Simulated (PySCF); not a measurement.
BeCl2, SMILES [Cl][Be][Cl]. Atoms are numbered in the order given.

```xyz
3

Be     0.0000     0.0000     0.0000
Cl     0.0000     0.0000    -1.8041
Cl     0.0000     0.0000     1.8041
```
Charge 0, spin multiplicity 1.

The structure is a stationary point at B3LYP-D3(BJ)/def2-TZVP. The isomer is the one that the SMILES or the coordinates give; other isomers of the formula were not compared.

These are IEF-PCM-M06-2X/def2-SVP (PySCF 2.14.0) values and carry that method's errors.

The values are the electrostatic part of the solvation free energy, E(continuum) − E(gas) at the gas-phase geometry, in a cavity of scaled van der Waals radii (PySCF's table); cavitation and dispersion terms are not included. A continuum can't describe solvent molecules that bind to the metal. In vacuum the orbital gap is 10.91 eV. The dipole moment in vacuum is 0.00 D.

Computed values in water (ε = 78.36), acetonitrile (ε = 35.69), methanol (ε = 32.61):
```tsv
solvent	ε	ΔG(elec) (kcal/mol)	dipole (D)	gap (eV)
water	78.36	-5.4	0.00	11.17
acetonitrile	35.69	-5.2	0.00	11.16
methanol	32.61	-5.2	0.00	11.16
```
